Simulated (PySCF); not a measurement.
PySCF input file for C4H5FSi, SMILES C(/C#C)(F)=C\[SiH3], TDA-ωB97X/def2-SVPD. Coordinates come from a PBE0-D3(BJ)/def2-SVP optimisation. The structure was generated by enumeration; whether it is a known compound was not checked.

```python
import numpy as np
from pyscf import gto, scf, dft, tdscf

mol = gto.M(
    atom='''
    C    -0.46994511    3.16504551    0.00000000
    C    -0.19428489    1.98453164   -0.00000000
    C     0.12681227    0.59576301    0.00000001
    F     1.44399509    0.35117829   -0.00000000
    C    -0.74055290   -0.42489900   -0.00000000
    Si   -0.18973130   -2.21545084   -0.00000000
    H    -0.71561563    4.21159235   -0.00000000
    H    -1.80059627   -0.15862197    0.00000000
    H     0.62610420   -2.52110484   -1.21300282
    H     0.62610420   -2.52110484    1.21300283
    H    -1.40789031   -3.07770042    0.00000000
    ''',
    basis='def2-SVPD',
    charge=0,
    spin=0,
    symmetry=True,
    max_memory=1600,
    verbose=4,
)
mf = dft.RKS(mol, xc='wb97x').density_fit(auxbasis='def2-universal-jkfit')
mf.grids.level = 3
mf.conv_tol = 1e-9
mf.max_cycle = 100
mf.kernel()
mf.grids = dft.Grids(mol).set(level=1).build(with_non0tab=True)  # coarser grid for the response kernel
td = tdscf.TDA(mf)
td.singlet = True
td.nstates = 10
td.conv_tol = 1e-4
td.positive_eig_threshold = 1e-6
td.kernel(x0=td.get_init_guess(mf, 15))
td.analyze()
tt = tdscf.TDA(mf)
tt.singlet = False
tt.nstates = 4
tt.conv_tol = 1e-4
tt.positive_eig_threshold = 1e-6
tt.kernel(x0=tt.get_init_guess(mf, 9))
tt.analyze(verbose=3)
```

Output:

```
PySCF version 2.14.0

[INPUT] verbose = 4
[INPUT] num. atoms = 11
[INPUT] num. electrons = 52
[INPUT] charge = 0
[INPUT] spin (= nelec alpha-beta = 2S) = 0
[INPUT] symmetry True subgroup None
[INPUT] Mole.unit = angstrom
[INPUT] Symbol           X                Y                Z      unit          X                Y                Z       unit  Magmom
[INPUT]  1 C     -0.469945110000   3.165045510000   0.000000000000 AA   -0.888067551479   5.981069185684   0.000000000000 Bohr   0.0
[INPUT]  2 C     -0.194284890000   1.984531640000   0.000000000000 AA   -0.367145232241   3.750221285134   0.000000000000 Bohr   0.0
[INPUT]  3 C      0.126812270000   0.595763010000   0.000000010000 AA    0.239640459534   1.125828924047   0.000000018897 Bohr   0.0
[INPUT]  4 F      1.443995090000   0.351178290000   0.000000000000 AA    2.728755245317   0.663630788993   0.000000000000 Bohr   0.0
[INPUT]  5 C     -0.740552900000  -0.424899000000   0.000000000000 AA   -1.399442161752  -0.802942740602   0.000000000000 Bohr   0.0
[INPUT]  6 Si    -0.189731300000  -2.215450840000   0.000000000000 AA   -0.358540194258  -4.186595330038   0.000000000000 Bohr   0.0
[INPUT]  7 H     -0.715615630000   4.211592350000   0.000000000000 AA   -1.352317551158   7.958756089813   0.000000000000 Bohr   0.0
[INPUT]  8 H     -1.800596270000  -0.158621970000   0.000000000000 AA   -3.402633811213  -0.299752080639   0.000000000000 Bohr   0.0
[INPUT]  9 H      0.626104200000  -2.521104840000  -1.213002820000 AA    1.183165463440  -4.764197678915  -2.292243118125 Bohr   0.0
[INPUT] 10 H      0.626104200000  -2.521104840000   1.213002830000 AA    1.183165463440  -4.764197678915   2.292243137022 Bohr   0.0
[INPUT] 11 H     -1.407890310000  -3.077700420000   0.000000000000 AA   -2.660527099329  -5.816010887259   0.000000000000 Bohr   0.0

nuclear repulsion = 247.049083791402
point group symmetry = Cs
symmetry origin: [7.26817768e-10 3.27067990e-09 2.54386209e-09]
symmetry axis x: [1.00000000e+00 6.47713074e-10 4.99158752e-10]
symmetry axis y: [ 6.47713074e-10 -1.00000000e+00 -5.43651454e-11]
symmetry axis z: [-4.99158752e-10 -5.43651911e-11  1.00000000e+00]
num. orbitals of irrep A' = 115
num. orbitals of irrep A" = 52
number of shells = 71
number of NR pGTOs = 245
number of NR cGTOs = 167
basis = def2-SVPD
ecp = {}


[settings echo left out]
init E= -544.976306967291
HOMO (A") = -0.265994771985046  LUMO (A") = -0.0579365933785683  gap/eV = 5.66155
cycle= 1 E= -544.256181619994  delta_E= 0.72  |g|= 0.533  |ddm|=  8.1
HOMO (A") = -0.362167685390213  LUMO (A") = -0.00632852967293074  gap/eV = 9.68288
cycle= 2 E= -544.277591447755  delta_E= -0.0214  |g|= 0.509  |ddm|= 1.97
HOMO (A") = -0.355479722186716  LUMO (A") = 0.0134316529487384  gap/eV = 10.03859
cycle= 3 E= -544.321509186561  delta_E= -0.0439  |g|= 0.071  |ddm|= 0.786
HOMO (A") = -0.357186857435786  LUMO (A") = 0.0149484198046097  gap/eV = 10.12632
cycle= 4 E= -544.322496416484  delta_E= -0.000987  |g|= 0.0363  |ddm|= 0.305
HOMO (A") = -0.355958018695972  LUMO (A") = 0.0170035045808614  gap/eV = 10.14880
cycle= 5 E= -544.322825899844  delta_E= -0.000329  |g|= 0.0114  |ddm|= 0.162
HOMO (A") = -0.356287904836964  LUMO (A") = 0.0168541574916659  gap/eV = 10.15371
cycle= 6 E= -544.322861936011  delta_E= -3.6e-05  |g|= 0.00303  |ddm|= 0.0352
HOMO (A") = -0.356276155351645  LUMO (A") = 0.0169755205463926  gap/eV = 10.15670
cycle= 7 E= -544.322865187193  delta_E= -3.25e-06  |g|= 0.001  |ddm|= 0.0117
HOMO (A") = -0.356302624822397  LUMO (A") = 0.0170082929146558  gap/eV = 10.15831
cycle= 8 E= -544.322865841054  delta_E= -6.54e-07  |g|= 0.000567  |ddm|= 0.00364
HOMO (A") = -0.356315972334061  LUMO (A") = 0.0170224285367935  gap/eV = 10.15906
cycle= 9 E= -544.322865976198  delta_E= -1.35e-07  |g|= 0.000136  |ddm|= 0.00167
HOMO (A") = -0.356304953916706  LUMO (A") = 0.017039142788617  gap/eV = 10.15921
cycle= 10 E= -544.322865996523  delta_E= -2.03e-08  |g|= 5.64e-05  |ddm|= 0.000639
HOMO (A") = -0.356313304923077  LUMO (A") = 0.0170328638805777  gap/eV = 10.15927
cycle= 11 E= -544.322865999767  delta_E= -3.24e-09  |g|= 2.01e-05  |ddm|= 0.000233
HOMO (A") = -0.356310551991017  LUMO (A") = 0.017034325229476  gap/eV = 10.15923
cycle= 12 E= -544.322866000316  delta_E= -5.49e-10  |g|= 8.38e-06  |ddm|= 9.06e-05
HOMO (A") = -0.356311309431675  LUMO (A") = 0.0170337326919849  gap/eV = 10.15924
Extra cycle  E= -544.322866000355  delta_E= -3.88e-11  |g|= 7.46e-06  |ddm|= 3.03e-05
converged SCF energy = -544.322866000355
tot grids = 44792
Overwritten attributes  positive_eig_threshold  of <class 'pyscf.tdscf.rks.TDA'>


******** <class 'pyscf.tdscf.rks.TDA'> for <class 'pyscf.df.df_jk.DFSymAdaptedRKS'> ********
nstates = 10 singlet
deg_eia_thresh = 1.000e-03
wfnsym = None
conv_tol = 0.0001
eigh lindep = 1e-12
eigh level_shift = 0
eigh max_cycle = 100


Excitation energies (eV)
[5.71323809 5.75220745 6.01937542 7.21939345 7.31965023 7.46427321
 8.05757109 8.18724638 8.26225826 8.44125183]

** Singlet excitation energies and oscillator strengths **
Excited State   1:   A"      5.71324 eV    217.01 nm  f=0.0004
      25 -> 27       -0.65324
      25 -> 33        0.14396
      26 -> 28        0.10920
Excited State   2:   A'      5.75221 eV    215.54 nm  f=0.4283
      24 -> 27       -0.12982
      25 -> 28       -0.18323
      25 -> 29       -0.16449
      26 -> 27        0.61459
Excited State   3:   A"      6.01938 eV    205.98 nm  f=0.0001
      24 -> 28       -0.14326
      24 -> 29       -0.13456
      25 -> 27        0.16842
      26 -> 28        0.48019
      26 -> 29        0.34823
      26 -> 30       -0.15353
      26 -> 31        0.12750
      26 -> 32       -0.10206
Excited State   4:   A'      7.21939 eV    171.74 nm  f=0.4359
      22 -> 27       -0.18291
      24 -> 27        0.43977
      25 -> 28        0.25627
      25 -> 29        0.19263
      26 -> 27        0.28344
      26 -> 33        0.14459
Excited State   5:   A"      7.31965 eV    169.39 nm  f=0.0000
      24 -> 31        0.10184
      26 -> 28        0.38013
      26 -> 29       -0.49077
      26 -> 30       -0.17931
      26 -> 34       -0.13219
Excited State   6:   A"      7.46427 eV    166.10 nm  f=0.0034
      21 -> 27        0.64347
      23 -> 27       -0.14877
Excited State   7:   A"      8.05757 eV    153.87 nm  f=0.0026
      20 -> 27       -0.16270
      21 -> 27        0.14547
      23 -> 27        0.46565
      23 -> 33        0.12395
      24 -> 29       -0.15198
      26 -> 29       -0.17213
      26 -> 30        0.18004
      26 -> 31        0.11005
      26 -> 32       -0.26983
Excited State   8:   A"      8.18725 eV    151.44 nm  f=0.0028
      20 -> 27       -0.12833
      22 -> 28       -0.17497
      22 -> 29       -0.13845
      23 -> 27        0.32180
      24 -> 28        0.30931
      24 -> 29        0.23673
      26 -> 28        0.12601
      26 -> 29        0.24303
      26 -> 31       -0.10870
      26 -> 32        0.16942
      26 -> 43       -0.10023
Excited State   9:   A"      8.26226 eV    150.06 nm  f=0.0000
      20 -> 27        0.11989
      23 -> 27       -0.23049
      24 -> 28        0.22264
      26 -> 28        0.17118
      26 -> 30        0.45395
      26 -> 31        0.23590
      26 -> 32       -0.16546
      26 -> 34        0.10953
Excited State  10:   A"      8.44125 eV    146.88 nm  f=0.0373
      24 -> 29        0.14534
      24 -> 30        0.16668
      26 -> 28        0.10126
      26 -> 31       -0.48530
      26 -> 32       -0.32041
      26 -> 34       -0.15320

** Transition electric dipole moments (AU) **
state          X           Y           Z        Dip. S.      Osc.
  1         0.0000     -0.0000     -0.0546      0.0030      0.0004
  2         0.2263      1.7285      0.0000      3.0389      0.4283
  3        -0.0000      0.0000      0.0305      0.0009      0.0001
  4         0.2049      1.5565     -0.0000      2.4646      0.4359
  5        -0.0000      0.0000      0.0040      0.0000      0.0000
  6        -0.0000      0.0000      0.1360      0.0185      0.0034
  7         0.0000     -0.0000     -0.1143      0.0131      0.0026
  8        -0.0000      0.0000     -0.1178      0.0139      0.0028
  9        -0.0000      0.0000     -0.0128      0.0002      0.0000
 10        -0.0000      0.0000      0.4246      0.1803      0.0373

** Transition velocity dipole moments (imaginary part, AU) **
state          X           Y           Z        Dip. S.      Osc.
  1         0.0000     -0.0000      0.0077      0.0001      0.0002
  2        -0.0269      0.1890      0.0000      0.0364      0.1149
  3        -0.0000      0.0000      0.0236      0.0006      0.0017
  4        -0.0365      0.2597      0.0000      0.0688      0.1729
  5        -0.0000      0.0000      0.0216      0.0005      0.0012
  6        -0.0000      0.0000      0.0011      0.0000      0.0000
  7         0.0000     -0.0000     -0.0305      0.0009      0.0021
  8        -0.0000      0.0000      0.0141      0.0002      0.0004
  9        -0.0000      0.0000      0.0116      0.0001      0.0003
 10        -0.0000      0.0000      0.1511      0.0228      0.0491

** Transition magnetic dipole moments (imaginary part, AU) **
state          X           Y           Z
  1        -0.1683      0.2189      0.0000
  2         0.0000     -0.0000      0.2114
  3        -0.0404      0.2044      0.0000
  4        -0.0000      0.0000      0.4417
  5        -0.2577      0.3855      0.0000
  6         0.2182      0.1617      0.0000
  7         0.5250      0.2833     -0.0000
  8        -0.1923      0.0824     -0.0000
  9         1.3303      0.4845      0.0000
 10        -1.0419      0.0074      0.0000


******** <class 'pyscf.tdscf.rks.TDA'> for <class 'pyscf.df.df_jk.DFSymAdaptedRKS'> ********
nstates = 4 triplet
deg_eia_thresh = 1.000e-03
wfnsym = None
conv_tol = 0.0001
eigh lindep = 1e-12
eigh level_shift = 0
eigh max_cycle = 100


Excitation energies (eV)
[3.38959249 5.30460467 5.3757722  5.79101014]

** Triplet excitation energies and oscillator strengths **
Excited State   1:   A'      3.38959 eV    365.78 nm  f=0.0000
Excited State   2:   A"      5.30460 eV    233.73 nm  f=0.0000
Excited State   3:   A'      5.37577 eV    230.64 nm  f=0.0000
Excited State   4:   A"      5.79101 eV    214.10 nm  f=0.0000
```

The run converged.

Cost: about 4 core-minutes (a rough figure).
